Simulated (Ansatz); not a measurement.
[closo-1-(NH2)B7H6]2- (B7NH8²⁻), relaxed as a singlet with RKS PBE-D4/def2-SVPD in Ansatz, starting from the GFN2-xTB geometry. Force threshold 0.02 eV/Å.

A multiply charged anion in the gas phase is held together partly by the finite basis. The highest occupied level of the charge -2 singlet lies above zero (up to 3.61 eV). The electron is either unbound and held by the finite basis, or the level is raised by self-interaction error.

Start:

| atom | x (Å) | y (Å) | z (Å) |
| --- | --- | --- | --- |
| B1 | -0.137 | -0.100 | 1.508 |
| B2 | -0.314 | 1.288 | 0.655 |
| B3 | -0.681 | -0.243 | -0.200 |
| B4 | 1.004 | -0.432 | -0.866 |
| B5 | 0.398 | 1.081 | -0.807 |
| B6 | 1.314 | 0.512 | 0.641 |
| B7 | 0.658 | -1.170 | 0.554 |
| H8 | -0.532 | -0.305 | 2.678 |
| H9 | -0.870 | 2.339 | 1.055 |
| N10 | -2.055 | -0.767 | -0.808 |
| H11 | -2.355 | -0.122 | -1.539 |
| H12 | -1.885 | -1.653 | -1.283 |
| H13 | 1.619 | -0.954 | -1.838 |
| H14 | 0.458 | 1.946 | -1.723 |
| H15 | 2.404 | 0.926 | 1.108 |
| H16 | 0.974 | -2.345 | 0.867 |

```csv
step,energy (eV),largest force component (eV/Å),SCF passes
1,-6341.8888,1.358,19
2,-6341.9943,0.635,20
3,-6342.0233,0.077,21
4,-6342.0239,0.040,21
5,-6342.0241,0.016,21
```

Force components are those of the run's own axes.

End:

```xyz
16

B    -0.143   -0.102    1.533
B    -0.326    1.311    0.665
B    -0.692   -0.250   -0.216
B     1.017   -0.445   -0.888
B     0.398    1.100   -0.828
B     1.324    0.514    0.637
B     0.663   -1.196    0.563
H    -0.547   -0.309    2.678
H    -0.885    2.337    1.057
N    -2.026   -0.757   -0.791
H    -2.336   -0.108   -1.525
H    -1.857   -1.646   -1.278
H     1.607   -0.957   -1.843
H     0.448    1.941   -1.730
H     2.393    0.920    1.097
H     0.962   -2.352    0.869
```

By distances, no bond broke or formed. The bond that changes most is B3–N10, from 1.59 to 1.54 Å (atoms count from 1).

No frequencies were taken in this run, so the end may be a saddle point.

Hardware: 4 threads of Intel Xeon on a shared host. Wall time 18 s.
